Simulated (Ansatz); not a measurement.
Relaxation of `CCC(CC(C)c1ccc(I)cc1)c1ccc(OC(C)(C)C)cc1` with RKS PBE-D4/def2-SVP.

```sh
$ ansatz run in.yaml --threads 8 --pin off --events-out ev --progress --plain --max-ram 19148MiB
```

```yaml
crystal:
  periodic: [false, false, false]
  atoms:
    - {symbol: C, position_ang: [0.755880, -3.571980, -2.077650]}
    - {symbol: C, position_ang: [1.310380, -2.898040, -0.828570]}
    - {symbol: C, position_ang: [1.125580, -1.373680, -0.869660]}
    - {symbol: C, position_ang: [1.873130, -0.671590, 0.282030]}
    - {symbol: C, position_ang: [3.207220, -0.039560, -0.144870]}
    - {symbol: C, position_ang: [4.233870, -1.075680, -0.606050]}
    - {symbol: C, position_ang: [3.766300, 0.777720, 0.992950]}
    - {symbol: C, position_ang: [3.878250, 2.158120, 0.886360]}
    - {symbol: C, position_ang: [4.398650, 2.917920, 1.919530]}
    - {symbol: C, position_ang: [4.813560, 2.287690, 3.076730]}
    - {symbol: I, position_ang: [5.632320, 3.434930, 4.659150]}
    - {symbol: C, position_ang: [4.704820, 0.916330, 3.213920]}
    - {symbol: C, position_ang: [4.181630, 0.171800, 2.173400]}
    - {symbol: C, position_ang: [-0.341450, -1.025810, -0.833400]}
    - {symbol: C, position_ang: [-1.121640, -1.320800, 0.278450]}
    - {symbol: C, position_ang: [-2.464290, -0.998560, 0.312940]}
    - {symbol: C, position_ang: [-3.061750, -0.362190, -0.770750]}
    - {symbol: O, position_ang: [-4.413400, -0.100600, -0.769770]}
    - {symbol: C, position_ang: [-4.861030, 1.164020, -0.260320]}
    - {symbol: C, position_ang: [-4.275470, 2.325590, -1.070930]}
    - {symbol: C, position_ang: [-6.380550, 1.115470, -0.426620]}
    - {symbol: C, position_ang: [-4.494690, 1.328260, 1.219120]}
    - {symbol: C, position_ang: [-2.290610, -0.073830, -1.890990]}
    - {symbol: C, position_ang: [-0.948060, -0.402090, -1.914350]}
    - {symbol: H, position_ang: [1.246770, -3.189280, -2.970370]}
    - {symbol: H, position_ang: [0.919150, -4.646520, -2.033930]}
    - {symbol: H, position_ang: [-0.312120, -3.387850, -2.169370]}
    - {symbol: H, position_ang: [0.801150, -3.299440, 0.049610]}
    - {symbol: H, position_ang: [2.371290, -3.133570, -0.735560]}
    - {symbol: H, position_ang: [1.529690, -1.009530, -1.820130]}
    - {symbol: H, position_ang: [1.242700, 0.129450, 0.676740]}
    - {symbol: H, position_ang: [2.048430, -1.380070, 1.092900]}
    - {symbol: H, position_ang: [3.006700, 0.639660, -0.981350]}
    - {symbol: H, position_ang: [3.908350, -1.554200, -1.525520]}
    - {symbol: H, position_ang: [4.379370, -1.843200, 0.150110]}
    - {symbol: H, position_ang: [5.190890, -0.592070, -0.793300]}
    - {symbol: H, position_ang: [3.557500, 2.653450, -0.019230]}
    - {symbol: H, position_ang: [4.479230, 3.989350, 1.816840]}
    - {symbol: H, position_ang: [5.025160, 0.428300, 4.121750]}
    - {symbol: H, position_ang: [4.102610, -0.898430, 2.289600]}
    - {symbol: H, position_ang: [-0.675850, -1.807130, 1.133770]}
    - {symbol: H, position_ang: [-3.063990, -1.250180, 1.174570]}
    - {symbol: H, position_ang: [-4.691290, 3.266040, -0.719020]}
    - {symbol: H, position_ang: [-3.192930, 2.361440, -0.964300]}
    - {symbol: H, position_ang: [-4.518860, 2.207880, -2.124310]}
    - {symbol: H, position_ang: [-6.631750, 0.982180, -1.475490]}
    - {symbol: H, position_ang: [-6.830660, 2.035260, -0.064970]}
    - {symbol: H, position_ang: [-6.784730, 0.275190, 0.131530]}
    - {symbol: H, position_ang: [-3.414240, 1.358510, 1.346370]}
    - {symbol: H, position_ang: [-4.893370, 0.498970, 1.798860]}
    - {symbol: H, position_ang: [-4.915060, 2.254700, 1.601520]}
    - {symbol: H, position_ang: [-2.751450, 0.396660, -2.746080]}
    - {symbol: H, position_ang: [-0.361330, -0.169020, -2.791920]}
basis:
  gaussian: {orbitals: def2-SVP, fitting: {mean_field: def2-universal-jkfit}}
hamiltonian: {xc: pbe, dispersion: d4}
scf: {lower_state_search: "off"}
output: {orbitals: {seedname: orbitals}}
relax: {f_tol: 0.03, max_steps: 70}
```

Run time 64 s (8 threads of AMD EPYC on a shared host), peak host memory 2 GiB.

Positions (Å) and forces (eV/Å) at steps 1, 2, 3, 4, 5 of 5:

```xyz
53
step=1 energy=-33385.1313 eV
C     0.756   -3.572   -2.078    0.261    0.115    0.617
C     1.310   -2.898   -0.829   -0.233    0.247   -0.827
C     1.126   -1.374   -0.870   -0.195   -0.273    0.712
C     1.873   -0.672    0.282    0.148    0.254   -0.766
C     3.207   -0.040   -0.145    0.133   -0.438    0.529
C     4.234   -1.076   -0.606   -0.367    0.517    0.001
C     3.766    0.778    0.993   -0.252   -0.231   -0.619
C     3.878    2.158    0.886   -0.037    0.018   -0.081
C     4.399    2.918    1.920    0.020    0.363   -0.048
C     4.814    2.288    3.077    0.337    0.509    0.669
I     5.632    3.435    4.659    0.039    0.066    0.093
C     4.705    0.916    3.214    0.093   -0.193    0.301
C     4.182    0.172    2.173   -0.019   -0.089   -0.016
C    -0.341   -1.026   -0.833    0.715   -0.070   -0.225
C    -1.122   -1.321    0.278    0.054   -0.055    0.110
C    -2.464   -0.999    0.313   -0.189   -0.026    0.158
C    -3.062   -0.362   -0.771   -0.760    0.095   -0.062
O    -4.413   -0.101   -0.770    0.212   -0.439   -0.162
C    -4.861    1.164   -0.260   -0.317    0.538    0.202
C    -4.275    2.326   -1.071   -0.186   -0.564    0.304
C    -6.381    1.115   -0.427    0.714   -0.047    0.046
C    -4.495    1.328    1.219   -0.093   -0.153   -0.645
C    -2.291   -0.074   -1.891   -0.210    0.112   -0.130
C    -0.948   -0.402   -1.914    0.051    0.040   -0.115
H     1.247   -3.189   -2.970    0.286    0.220   -0.637
H     0.919   -4.647   -2.034    0.049   -0.712   -0.065
H    -0.312   -3.388   -2.169   -0.694    0.083   -0.141
H     0.801   -3.299    0.050   -0.181   -0.201    0.609
H     2.371   -3.134   -0.736    0.609   -0.147    0.172
H     1.530   -1.010   -1.820    0.193    0.187   -0.487
H     1.243    0.129    0.677   -0.273    0.341    0.288
H     2.048   -1.380    1.093    0.080   -0.369    0.564
H     3.007    0.640   -0.981   -0.122    0.341   -0.364
H     3.908   -1.554   -1.526   -0.158   -0.407   -0.619
H     4.379   -1.843    0.150    0.147   -0.540    0.470
H     5.191   -0.592   -0.793    0.618    0.214   -0.156
H     3.558    2.653   -0.019   -0.225    0.322   -0.633
H     4.479    3.989    1.817    0.061    0.721   -0.069
H     5.025    0.428    4.122    0.219   -0.330    0.611
H     4.103   -0.898    2.290   -0.048   -0.770    0.089
H    -0.676   -1.807    1.134    0.306   -0.358    0.604
H    -3.064   -1.250    1.175   -0.434   -0.151    0.547
H    -4.691    3.266   -0.719   -0.232    0.641    0.206
H    -3.193    2.361   -0.964    0.654    0.097    0.041
H    -4.519    2.208   -2.124   -0.147   -0.031   -0.691
H    -6.632    0.982   -1.475   -0.198   -0.082   -0.688
H    -6.831    2.035   -0.065   -0.335    0.598    0.232
H    -6.785    0.275    0.132   -0.299   -0.544    0.367
H    -3.414    1.359    1.346    0.644    0.048    0.151
H    -4.893    0.499    1.799   -0.247   -0.517    0.412
H    -4.915    2.255    1.602   -0.241    0.605    0.290
H    -2.751    0.397   -2.746   -0.365    0.307   -0.546
H    -0.361   -0.169   -2.792    0.414    0.139   -0.600
53
step=2 energy=-33385.4799 eV
C     0.768   -3.625   -2.093    0.098    0.176    0.240
C     1.330   -2.917   -0.857   -0.114    0.006   -0.174
C     1.123   -1.387   -0.863    0.018   -0.043    0.031
C     1.890   -0.674    0.281    0.045   -0.032   -0.148
C     3.244   -0.053   -0.125    0.019   -0.113   -0.061
C     4.264   -1.084   -0.636   -0.130    0.192    0.089
C     3.810    0.778    1.010   -0.102   -0.130   -0.149
C     3.914    2.173    0.902    0.007    0.001   -0.008
C     4.431    2.950    1.944   -0.001    0.108   -0.021
C     4.846    2.321    3.119    0.135    0.170    0.233
I     5.659    3.478    4.709   -0.037   -0.022   -0.047
C     4.745    0.934    3.261    0.031   -0.074    0.088
C     4.229    0.176    2.208    0.011   -0.005    0.011
C    -0.352   -1.036   -0.843    0.219   -0.028   -0.028
C    -1.146   -1.336    0.276   -0.025   -0.018    0.036
C    -2.501   -1.010    0.309   -0.013   -0.034    0.090
C    -3.100   -0.364   -0.783   -0.337    0.082   -0.009
O    -4.449   -0.084   -0.774    0.232   -0.309   -0.119
C    -4.897    1.190   -0.258   -0.176    0.324    0.129
C    -4.310    2.351   -1.075   -0.072   -0.217    0.120
C    -6.417    1.126   -0.429    0.247    0.003    0.024
C    -4.527    1.344    1.226   -0.038   -0.050   -0.250
C    -2.324   -0.078   -1.914   -0.009    0.026   -0.068
C    -0.968   -0.410   -1.937    0.000   -0.007   -0.032
H     1.246   -3.246   -3.013    0.070    0.050   -0.195
H     0.941   -4.713   -2.047    0.027   -0.186    0.005
H    -0.318   -3.455   -2.186   -0.200    0.018   -0.047
H     0.850   -3.327    0.051   -0.029   -0.090    0.191
H     2.408   -3.136   -0.765    0.177   -0.034    0.053
H     1.526   -1.011   -1.823    0.067    0.100   -0.180
H     1.263    0.138    0.690   -0.087    0.099    0.075
H     2.058   -1.384    1.112   -0.007   -0.129    0.216
H     3.032    0.644   -0.959   -0.017    0.133   -0.126
H     3.909   -1.578   -1.555   -0.057   -0.100   -0.149
H     4.450   -1.866    0.120    0.069   -0.165    0.119
H     5.228   -0.598   -0.864    0.148    0.059   -0.046
H     3.587    2.669   -0.019   -0.058    0.080   -0.172
H     4.508    4.036    1.834    0.015    0.185   -0.014
H     5.069    0.443    4.183    0.058   -0.078    0.162
H     4.155   -0.910    2.329   -0.009   -0.210    0.022
H    -0.698   -1.837    1.142    0.085   -0.093    0.160
H    -3.113   -1.262    1.181   -0.127   -0.035    0.134
H    -4.726    3.308   -0.722   -0.062    0.194    0.053
H    -3.213    2.396   -0.973    0.182    0.028    0.009
H    -4.558    2.235   -2.143   -0.044   -0.002   -0.188
H    -6.671    0.989   -1.492   -0.059   -0.020   -0.183
H    -6.887    2.053   -0.065   -0.114    0.162    0.061
H    -6.824    0.272    0.136   -0.086   -0.143    0.097
H    -3.434    1.377    1.364    0.178    0.013    0.044
H    -4.931    0.503    1.813   -0.071   -0.136    0.115
H    -4.950    2.281    1.623   -0.067    0.174    0.096
H    -2.796    0.396   -2.780   -0.109    0.082   -0.134
H    -0.373   -0.182   -2.829    0.119    0.041   -0.156
53
step=3 energy=-33385.5137 eV
C     0.775   -3.626   -2.081    0.019   -0.027    0.036
C     1.348   -2.916   -0.854   -0.040   -0.003   -0.081
C     1.130   -1.385   -0.869    0.002   -0.026    0.058
C     1.895   -0.679    0.283   -0.005    0.037   -0.030
C     3.251   -0.058   -0.128    0.024   -0.021    0.028
C     4.273   -1.085   -0.644   -0.006    0.011   -0.004
C     3.819    0.769    1.013    0.036    0.007    0.004
C     3.927    2.169    0.906    0.001    0.010    0.027
C     4.443    2.951    1.951   -0.008   -0.018   -0.037
C     4.863    2.318    3.130   -0.001    0.012    0.010
I     5.655    3.482    4.717    0.003    0.003    0.017
C     4.767    0.925    3.272   -0.011   -0.021   -0.021
C     4.248    0.165    2.213    0.003    0.016    0.004
C    -0.350   -1.039   -0.849   -0.008   -0.016   -0.008
C    -1.149   -1.341    0.275   -0.020    0.017   -0.001
C    -2.509   -1.011    0.310    0.049   -0.011    0.016
C    -3.110   -0.359   -0.785   -0.103    0.000   -0.014
O    -4.457   -0.080   -0.776    0.115   -0.127   -0.049
C    -4.917    1.200   -0.259   -0.061    0.192    0.080
C    -4.331    2.361   -1.078   -0.009   -0.033    0.002
C    -6.437    1.127   -0.433    0.033   -0.022   -0.007
C    -4.548    1.354    1.225   -0.006   -0.019   -0.027
C    -2.333   -0.079   -1.924    0.039    0.005   -0.007
C    -0.971   -0.415   -1.947   -0.014    0.019    0.013
H     1.241   -3.250   -3.018   -0.006   -0.006    0.020
H     0.955   -4.718   -2.033   -0.009   -0.004   -0.018
H    -0.319   -3.465   -2.169    0.017    0.000    0.004
H     0.891   -3.331    0.073    0.009    0.023   -0.025
H     2.436   -3.125   -0.771   -0.015   -0.002   -0.001
H     1.534   -0.999   -1.834   -0.006   -0.014    0.024
H     1.266    0.138    0.692    0.012    0.005    0.005
H     2.051   -1.389    1.127    0.000    0.017   -0.028
H     3.038    0.649   -0.962    0.001   -0.015    0.019
H     3.903   -1.599   -1.554    0.018   -0.001    0.011
H     4.491   -1.864    0.118   -0.008    0.027   -0.024
H     5.232   -0.591   -0.903   -0.022   -0.009    0.004
H     3.599    2.666   -0.022    0.000   -0.008    0.008
H     4.518    4.042    1.842    0.001   -0.014    0.006
H     5.094    0.432    4.199    0.002    0.010   -0.011
H     4.181   -0.928    2.333   -0.003    0.012   -0.001
H    -0.698   -1.844    1.146   -0.004    0.003   -0.011
H    -3.128   -1.266    1.183   -0.001    0.011   -0.011
H    -4.745    3.326   -0.723    0.004   -0.006   -0.004
H    -3.228    2.408   -0.980   -0.010   -0.003   -0.002
H    -4.583    2.247   -2.151    0.002    0.007    0.007
H    -6.691    0.986   -1.503   -0.005    0.002    0.009
H    -6.921    2.055   -0.070    0.007   -0.012   -0.005
H    -6.844    0.267    0.134   -0.004    0.008   -0.005
H    -3.449    1.386    1.368   -0.010   -0.002   -0.002
H    -4.954    0.509    1.817    0.002    0.010    0.001
H    -4.970    2.296    1.629    0.003   -0.007   -0.002
H    -2.811    0.396   -2.792   -0.006   -0.004    0.015
H    -0.372   -0.185   -2.844   -0.005   -0.011    0.007
53
step=4 energy=-33385.5156 eV
C     0.769   -3.634   -2.080   -0.003    0.018    0.002
C     1.343   -2.918   -0.858    0.010   -0.009    0.018
C     1.130   -1.387   -0.868    0.003    0.005   -0.026
C     1.899   -0.676    0.280    0.001   -0.014    0.015
C     3.256   -0.057   -0.128    0.005   -0.003   -0.022
C     4.279   -1.080   -0.648   -0.006   -0.005    0.001
C     3.828    0.769    1.014   -0.013   -0.001    0.016
C     3.932    2.169    0.909    0.010    0.005    0.004
C     4.448    2.950    1.955   -0.011   -0.007   -0.003
C     4.867    2.318    3.135    0.007   -0.002   -0.004
I     5.655    3.480    4.727   -0.003   -0.002    0.001
C     4.773    0.924    3.274   -0.001   -0.004   -0.013
C     4.256    0.165    2.214    0.002    0.003   -0.001
C    -0.350   -1.038   -0.847   -0.005    0.014    0.010
C    -1.149   -1.336    0.278   -0.009   -0.005   -0.005
C    -2.509   -1.006    0.313    0.026   -0.009    0.001
C    -3.112   -0.358   -0.785   -0.044    0.024    0.008
O    -4.457   -0.081   -0.778    0.053   -0.065   -0.026
C    -4.922    1.202   -0.259   -0.034    0.088    0.036
C    -4.336    2.361   -1.080   -0.003   -0.013    0.002
C    -6.440    1.123   -0.436    0.010   -0.012   -0.004
C    -4.553    1.354    1.224   -0.002   -0.006   -0.012
C    -2.332   -0.075   -1.922    0.025   -0.010   -0.005
C    -0.970   -0.412   -1.944   -0.011   -0.013   -0.005
H     1.234   -3.262   -3.018   -0.005   -0.005    0.005
H     0.946   -4.728   -2.031   -0.001    0.011    0.004
H    -0.325   -3.471   -2.167    0.005   -0.002   -0.001
H     0.888   -3.330    0.070    0.003    0.003   -0.004
H     2.430   -3.130   -0.776   -0.001    0.002    0.000
H     1.532   -1.002   -1.833   -0.004    0.000    0.004
H     1.272    0.143    0.690    0.002   -0.005   -0.008
H     2.054   -1.385    1.124   -0.001    0.004   -0.003
H     3.044    0.653   -0.959    0.003   -0.001    0.006
H     3.910   -1.595   -1.558    0.003    0.002    0.006
H     4.500   -1.859    0.111   -0.001    0.007   -0.007
H     5.236   -0.584   -0.907   -0.008   -0.002    0.001
H     3.602    2.667   -0.017    0.003   -0.005    0.007
H     4.522    4.042    1.847    0.001   -0.007    0.003
H     5.102    0.431    4.199   -0.005    0.006   -0.004
H     4.187   -0.929    2.334    0.004    0.008   -0.003
H    -0.699   -1.840    1.148   -0.001    0.008   -0.005
H    -3.128   -1.258    1.186    0.000    0.003   -0.008
H    -4.749    3.327   -0.726    0.003   -0.006   -0.002
H    -3.233    2.407   -0.984   -0.009   -0.002   -0.001
H    -4.590    2.248   -2.153    0.001    0.001    0.010
H    -6.693    0.981   -1.506    0.001    0.001    0.009
H    -6.927    2.050   -0.075    0.002   -0.006   -0.003
H    -6.846    0.262    0.131    0.002    0.008   -0.004
H    -3.455    1.385    1.367   -0.009    0.000   -0.002
H    -4.961    0.510    1.816    0.002    0.008   -0.005
H    -4.974    2.296    1.628    0.003   -0.006   -0.003
H    -2.811    0.399   -2.791   -0.002   -0.003    0.009
H    -0.372   -0.187   -2.843   -0.002    0.004    0.011
53
step=5 energy=-33385.5161 eV
C     0.766   -3.633   -2.074   -0.003    0.006   -0.003
C     1.344   -2.916   -0.856    0.004   -0.003    0.013
C     1.131   -1.385   -0.868    0.003    0.008   -0.011
C     1.901   -0.674    0.279   -0.001   -0.007    0.008
C     3.259   -0.056   -0.129   -0.001    0.000   -0.012
C     4.280   -1.080   -0.651   -0.002    0.000    0.002
C     3.831    0.768    1.013    0.000   -0.003    0.001
C     3.935    2.168    0.911   -0.003    0.002    0.002
C     4.450    2.947    1.958    0.004   -0.001    0.001
C     4.870    2.314    3.136   -0.001   -0.002    0.001
I     5.655    3.474    4.731   -0.003   -0.004   -0.002
C     4.777    0.920    3.272   -0.003    0.002   -0.001
C     4.260    0.162    2.212    0.003   -0.002   -0.003
C    -0.349   -1.035   -0.846   -0.001   -0.004    0.000
C    -1.147   -1.333    0.279    0.001    0.004    0.003
C    -2.508   -1.003    0.314    0.012    0.001    0.000
C    -3.111   -0.356   -0.784   -0.013   -0.002    0.001
O    -4.456   -0.083   -0.778   -0.001    0.004    0.001
C    -4.925    1.203   -0.260   -0.009    0.018    0.007
C    -4.341    2.360   -1.081   -0.002   -0.010    0.000
C    -6.442    1.118   -0.439    0.006   -0.009   -0.003
C    -4.558    1.356    1.222    0.000   -0.006   -0.008
C    -2.331   -0.075   -1.921    0.014   -0.002    0.000
C    -0.970   -0.411   -1.944    0.000    0.006    0.000
H     1.229   -3.264   -3.014   -0.001   -0.001   -0.001
H     0.941   -4.726   -2.024    0.000    0.003    0.003
H    -0.328   -3.468   -2.160    0.000    0.000    0.000
H     0.890   -3.325    0.074    0.001   -0.002    0.003
H     2.431   -3.128   -0.775    0.000    0.002    0.000
H     1.532   -1.001   -1.833   -0.001    0.002   -0.002
H     1.275    0.146    0.688    0.000   -0.002   -0.003
H     2.056   -1.382    1.123    0.000    0.000    0.003
H     3.047    0.654   -0.960    0.001    0.003    0.000
H     3.910   -1.595   -1.561   -0.002    0.001    0.001
H     4.501   -1.859    0.108    0.002   -0.003    0.001
H     5.236   -0.584   -0.912    0.002    0.000   -0.001
H     3.604    2.667   -0.015    0.001   -0.001    0.001
H     4.523    4.039    1.852   -0.001    0.000    0.002
H     5.106    0.425    4.197    0.002    0.000   -0.001
H     4.193   -0.931    2.330    0.000    0.001    0.000
H    -0.697   -1.834    1.150    0.000   -0.001   -0.002
H    -3.126   -1.255    1.187   -0.002    0.001   -0.001
H    -4.753    3.327   -0.728    0.000   -0.001    0.000
H    -3.238    2.407   -0.986   -0.002   -0.001    0.000
H    -4.596    2.247   -2.154    0.000    0.000    0.002
H    -6.694    0.975   -1.508    0.001    0.000    0.002
H    -6.933    2.044   -0.079   -0.001    0.000    0.000
H    -6.846    0.257    0.129    0.001    0.002   -0.001
H    -3.460    1.387    1.366   -0.002    0.000   -0.001
H    -4.965    0.512    1.815    0.000    0.002   -0.002
H    -4.979    2.298    1.626    0.000    0.000   -0.001
H    -2.811    0.399   -2.790   -0.002    0.000    0.001
H    -0.371   -0.183   -2.841   -0.001   -0.003    0.000
```

In the def2 sets I takes a core potential; there is no spin–orbit coupling. Single mean-field runs in def2-SVP are fitted with def2-universal-jkfit.
